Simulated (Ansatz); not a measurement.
Energy needed to pull apart CHClSi₂ (SMILES Cl[Si]1=[Si]=C1), singlet, into free ground-state atoms, from the structure below (displaced at random from a GFN2-xTB minimum); no zero-point or spin–orbit terms; open-shell atoms are treated unrestricted, in their ground-state multiplicity.

```tsv
atom	x (Å)	y (Å)	z (Å)
Cl1	-1.9511	-1.5136	0.8152
Si2	-0.9710	-0.0239	-0.3354
Si3	0.6026	1.5053	-1.2464
C4	0.8119	0.2049	0.0727
H5	1.5632	-0.1629	0.7009
```

Ansatz 0.2.0; basis: def2-TZVPP; cores frozen in the correlated methods.

```csv
method,atomization energy (kcal/mol)
PBE-D4,419.3
BLYP-D4,?
r2SCAN-D4,406.3
PBE0-D4,?
BHLYP-D4,381.0
wB97M-V,406.0
HF,267.1
MP2,400.8
CCSD,372.5
CCSD(T),386.4
```

Q: What does BLYP-D4 give? (Judge from chemistry; the value comes from the calculation.)

A: By the calculation: 403.1 kcal/mol, which is about 16.7 kcal/mol more than CCSD(T)/def2-TZVPP.

Q: What does PBE0-D4 give? (To be estimated.)

A: Computed: 405.8 kcal/mol, which is about 19.4 kcal/mol more than CCSD(T)/def2-TZVPP.

In triple zeta the MP2 and coupled-cluster atomization energies are still short of their basis limit by a few kcal/mol a bond, whereas those of the functionals are nearly converged, so these differences are not deviations from converged CCSD(T).

The T1 diagnostic stays at or below 0.017.

For scale, one of the runs: CCSD(T)/def2-TZVPP forces, 171 basis functions (an equivalent command: `ansatz run in.yaml --threads 4`). The run took 54 s on 4 CPU threads (shared host), with 2.4 GiB of host memory at its peak.
